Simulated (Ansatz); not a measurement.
Br₃HHfO, SMILES `[OH][Hf]([Br])([Br])[Br]`. Total charge 0; spin multiplicity 1. Hf takes the def2 core potential.

```tsv
atom	x (Å)	y (Å)	z (Å)
O1	0.366	0.458	1.378
Hf2	-0.092	-0.116	-0.349
Br3	0.767	1.532	-2.006
Br4	0.932	-2.348	-0.761
Br5	-2.572	-0.276	-0.518
H6	0.598	0.749	2.255
```

(1) What are the harmonic wavenumbers in cm⁻¹ at PBE0-D4/def2-TZVP (Ansatz, finite differences of forces, unscaled)? (Estimate.)

(2) Is this a minimum?

(3) Give the ideal-gas thermochemistry at 298.15 K and 1 bar (rigid rotor, harmonic oscillator; point group C3v, symmetry number 3).

(4) And at 400, 500, 600, 800 and 1000 K?

## Answers

(1) Ansatz gave: 62, 62, 73, 135, 135, 239, 247, 248, 271, 271, 742, 4000.

(2) Yes, all 12 modes are real.

(3) Zero-point energy 38.8 kJ/mol; H(298) − E = 65.1 kJ/mol; entropy 424.2 J/(mol·K), of which translation 184.6, rotation 125.1, vibration 114.5; G(298) − E = -61.4 kJ/mol. Modes under 100 cm⁻¹ are hindered rotations or soft bends, so the harmonic entropy is rough.

(4) 
```json
{"T (K)": "400", "H − E (kJ/mol)": "76.9", "S (J/mol/K)": "458.3", "G − E (kJ/mol)": "-106.4"}
{"T (K)": "500", "H − E (kJ/mol)": "88.8", "S (J/mol/K)": "484.9", "G − E (kJ/mol)": "-153.6"}
{"T (K)": "600", "H − E (kJ/mol)": "100.9", "S (J/mol/K)": "506.9", "G − E (kJ/mol)": "-203.2"}
{"T (K)": "800", "H − E (kJ/mol)": "125.4", "S (J/mol/K)": "542.1", "G − E (kJ/mol)": "-308.3"}
{"T (K)": "1000", "H − E (kJ/mol)": "150.1", "S (J/mol/K)": "569.7", "G − E (kJ/mol)": "-419.6"}
```
